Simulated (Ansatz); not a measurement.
System: CoCl$_{2}$, net charge 0, quartet state. The spin state was set by rule; other spins were not relaxed. SMILES: [Cl][Co][Cl]
Geometry: optimised at B3LYP-D3(BJ)/def2-TZVP (Ansatz, an electronic-structure program).

Parts of the frozen-core correlation energy in def2-SVPD (Ansatz, hartree). Frozen orbitals: 19; correlated occupied orbitals by spin: 13 and 10; virtual: 56 and 59. UHF or UKS for open shells. No spin-orbit coupling. No relativistic terms.

```tsv
term	value
reference (HF)	-2300.08045
MP2 opposite-spin	-0.30498
MP2 same-spin	-0.14417
CCSD correlation	-0.47872
(T)	-0.01423
T1 diagnostic	0.027
largest doubles amplitude	0.026
<S^2> of the reference	3.760
```
